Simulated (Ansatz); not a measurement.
Cost and result for the atomization energy of `CC#CC[SiH3]` (13 atoms, 12 bonds).

| atom | x (Å) | y (Å) | z (Å) |
| --- | --- | --- | --- |
| C1 | 1.154 | -1.192 | 2.235 |
| C2 | 0.678 | -0.307 | 1.189 |
| C3 | 0.290 | 0.439 | 0.328 |
| C4 | -0.207 | 1.281 | -0.739 |
| Si5 | -1.186 | 0.257 | -1.990 |
| H6 | 0.791 | -0.871 | 3.215 |
| H7 | 2.246 | -1.204 | 2.271 |
| H8 | 0.813 | -2.218 | 2.071 |
| H9 | -0.856 | 2.070 | -0.346 |
| H10 | 0.617 | 1.780 | -1.261 |
| H11 | -2.341 | -0.388 | -1.317 |
| H12 | -0.310 | -0.788 | -2.579 |
| H13 | -1.688 | 1.141 | -3.078 |

Charge 0, multiplicity 1. The structure was optimised at the PBE0-D4/def2-TZVP level. Program: Ansatz. All runs use 4 threads of an Arm Neoverse V1 on a shared host. Times are those of one run each, without the atoms' runs, and a repeat can differ threefold. Electronic energies, without spin–orbit coupling; frozen cores. CCSD(T)/CBS adds CCSD(T) − MP2 in def2-TZVPP to the MP2 limit, and its time is that of the two runs behind it. T1 = 0.011.

CCSD(T)/CBS is a level of theory with its own doubt, some kJ/mol a heavy atom from the limit and from the frozen cores, so smaller differences don't rank the functionals.

| level | functions | wall time | atomization (kJ/mol) | difference from CCSD(T)/CBS | per bond |
| --- | --- | --- | --- | --- | --- |
| revPBE-D4/def2-TZVPP | 278 | 2.2 s | 5055.2 | -12.9 | -1.1 |
| PBE0-D4/def2-TZVPP | 278 | 3.2 s | 5098.9 | 30.8 | 2.6 |
| CAM-B3LYP-D4/def2-TZVPP | 278 | 3.7 s | 5095.3 | 27.2 | 2.3 |
| r2SCANh-D4/def2-TZVPP | 278 | 5.5 s | 5062.2 | -5.9 | -0.5 |
| B2PLYP/def2-TZVPP | 278 | 6 s | 5034.2 | -33.9 | -2.8 |
| CCSD(T)/def2-SVP | 114 | 6 s | 4853.7 | -214.4 | -17.9 |
| PBE-QIDH/def2-TZVPP | 278 | 6.5 s | 5064.6 | -3.5 | -0.3 |
| ωB97X-V/def2-TZVPP | 278 | 8 s | 5079.8 | 11.7 | 1.0 |
| B97M-V/def2-TZVPP | 278 | 10 s | 5086.8 | 18.7 | 1.6 |
| ωB97M-V/def2-TZVPP (with forces) | 278 | 12 s | 5084.9 | 16.8 | 1.4 |
| MP2/def2-QZVPP | 538 | 27 s | 5086.8 | 18.7 | 1.6 |
| CCSD(T)/def2-TZVPP | 278 | 3.1 min | 4953.3 | -114.8 | -9.6 |
| CCSD(T)/CBS(def2) | – | 3.6 min | 5068.1 | 0.0 | 0.0 |

In def2-TZVPP, CCSD(T) changes the Hartree–Fock value by +1129.4 kJ/mol (the triples alone add +67.5 kJ/mol) and MP2 by +1195.3 kJ/mol; breaking electron pairs costs correlation energy, which Hartree–Fock lacks. At CCSD(T), def2-SVP lies −214.4 kJ/mol from the extrapolated value and def2-TZVPP −114.9 kJ/mol: correlation converges slowly with the basis, and small sets miss more of it in the bonded molecule than in its fragments. From BLYP to BHLYP (50 % exact exchange), in def2-TZVPP and without D4, the atomization energy moves by −70.2 kJ/mol: exact exchange takes away binding that semilocal exchange gives to molecules.
